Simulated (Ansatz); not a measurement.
**Ligand exchange: KBr + C5H12 → CH3K + C4H9Br**

Species: KBr, singlet; C5H12 (pentane) `CCCCC`, singlet; CH3K `[CH3][K]`, singlet; C4H9Br (1-bromobutane) `CCCCBr`, singlet. The partners trade Br for CH3: K–Br and C–CH3 bonds give way to K–CH3 and C–Br.

Shapes, held fixed at every level: PBE0-D4/def2-TZVP. Flexible molecules stand in one conformer, not always the lowest. Programs: Ansatz 0.2.0. Electronic energies: no zero-point or thermal term.

```tsv
level	kind	ΔE (kJ/mol)	less CCSD(T)/def2-TZVPP
HF/def2-SVP	Hartree–Fock	+396.2	+62.5
SPW92/def2-TZVPP	LDA	+317.0	-16.7
PBE-D4/def2-TZVPP	GGA	+311.3	-22.4
BHLYP-D4/def2-TZVPP	global hybrid	+355.0	+21.3
CCSD(T)/def2-SVP	coupled cluster or CI	+359.5	+25.8
CCSD/def2-TZVPP	coupled cluster or CI	+342.2	+8.5
CCSD(T)/def2-TZVPP	coupled cluster or CI	+333.7	0.0
```

The highest level, CCSD(T)/def2-TZVPP, gives ΔE = +333.7 kJ/mol; the levels span +311.3 to +396.2. The column of differences is taken from that level and isn't an error. No measured value is set beside it here. Relativity is left out for Br. Outer-core shells of Br, K are correlated in most correlated rows, in sets that cover them unevenly.
